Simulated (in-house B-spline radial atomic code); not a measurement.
Computed with a B-spline radial atomic code. Model: two electrons, singlet ground state, non-relativistic, full CI in B-splines with partial waves to l = 8 (at full coupling up to 3e-4 hartree above the limit, correlation up to 0.6 % small), density held at that of full coupling by Lieb maximisation.

Along the adiabatic connection the electron repulsion is scaled by a coupling λ while a local potential keeps the density fixed. At λ = 0 the system is the Kohn-Sham one and W equals the exchange energy; the exchange-correlation energy is the area under W between 0 and 1. The kinetic energy rises with λ as the electrons avoid each other, with dT/dλ = −λ dW/dλ.

Command:
```bash
python run_ac.py task.json out
```
Settings (lengths in bohr, energies in hartree):
```
potential              gauss
strength               3.47
lmax                   8
second                 10.3
```

Run time, properties included: 66 s on 1 thread of Intel(R) Xeon(R) Processor @ 2.30GHz (shared host).

**W = mean repulsion less Hartree energy, and W of three functionals.**

Given: confinement Gaussian well; well depth 3.47 hartree; well width 10.3 bohr; external potential -V exp(-r^2/w^2).

Computed: PBE exchange minus exact 14.727 millihartree; SCAN exchange minus exact 0.63251 millihartree.

| coupling | W xc (hartree) | W xc minus exchange (millihartree) | kinetic minus Kohn-Sham (millihartree) | LDA (PW92) W minus its exchange (millihartree) | PBE W minus its exchange (millihartree) | SCAN W minus its exchange (millihartree) |
| --- | --- | --- | --- | --- | --- | --- |
| 0 | -0.34675 | 0 | 0 | 0 | 0 | 0 |
| 0.02 | -0.34875 | -2.003 | 0.02 | -9.48 | -3.29 | -1.87 |
| 0.05 | -0.35165 | -4.906 | 0.12 | -18.54 | -7.71 | -4.54 |
| 0.12 | -0.35798 | -11.239 | 0.66 | -33.57 | -16.56 | -10.29 |
| 0.25 | -0.36829 | -21.549 | 2.54 | -52.81 | -29.74 | -19.66 |
| 0.4 | ? | ? | ? | ? | ? | ? |
| 0.6 | -0.38904 | -42.293 | 11.11 | -84.71 | -54.58 | -39.14 |
| 0.8 | ? | ? | ? | ? | ? | ? |
| 1 | -0.40476 | -58.011 | 23.47 | -107.01 | -73.42 | -54.94 |
| 1.4 | -0.4156 | -68.854 | 36.36 | -122.44 | -86.95 | -66.53 |
| 2 | -0.42677 | -80.02 | 55.11 | -138.84 | -101.67 | -79.08 |
| 3 | -0.43842 | -91.679 | 83.76 | -156.94 | -118.22 | -92.61 |
| 4.5 | -0.44866 | -101.91 | 121.44 | -173.93 | -133.99 | -104.35 |
| 7 | -0.45817 | -111.42 | 174.89 | -190.82 | -149.83 | -114.41 |

(1) What belongs in the row 0.4?

(2) What belongs in the row 0.8?

(3) What is the LDA exchange minus exact?

**Energy parts, natural occupations and partial-wave weights.**

Computed: exchange energy -0.34675 hartree; correlation energy -0.034539 hartree; initial slope twice GL2 -0.10149 hartree; kinetic part over minus potential part 0.40462; Hartree energy 0.69349 hartree; Kohn-Sham kinetic 0.2882 hartree; Lieb Oxford ratio E_xc over LDA exchange 1.2841.

```
natural  occupation of the shell (electrons)
      s                                1.908
      p                             0.085388
      s                            0.0046797
      d                                    ?
      p                           0.00032696
      f                           0.00014401
```

(4) What belongs in the row d?

| wave | weight |
| --- | --- |
| s | 0.95634 |
| p | 0.042866 |
| d | ? |
| f | 7.9182e-05 |
| g | 1.6927e-05 |

(5) What belongs in the row d?

(6) What is the total energy?

(7) What is the kinetic part of the DFT correlation energy?

Answers

(1) W xc (hartree): -0.37825; W xc minus exchange (millihartree): -31.508; kinetic minus Kohn-Sham (millihartree): 5.76; LDA (PW92) W minus its exchange (millihartree): -68.77; PBE W minus its exchange (millihartree): -41.79; SCAN W minus its exchange (millihartree): -28.87.

(2) W xc (hartree): -0.39769; W xc minus exchange (millihartree): -50.942; kinetic minus Kohn-Sham (millihartree): 17.13; LDA (PW92) W minus its exchange (millihartree): -97.03; PBE W minus its exchange (millihartree): -64.87; SCAN W minus its exchange (millihartree): -47.7.

(3) 49.828 millihartree.

(4) occupation of the shell (electrons): 0.0013224.

(5) weight: 0.00068872.

(6) -5.8561 hartree.

(7) 0.023472 hartree.

Half-way to full coupling W has made 64 % of its drop, against 50 % for a straight line, and second-order (GL2) theory, half the initial slope, overshoots the correlation energy by about 47 %: a marked bend. Over couplings 0 to 1 the errors in E_xc come to about +13 millihartree for LDA, +4.3 millihartree for PBE, +3.1 millihartree for SCAN, so SCAN is nearest. In LDA and PBE the errors of exchange and correlation have opposite signs, so the sum is smaller than the larger of the two.
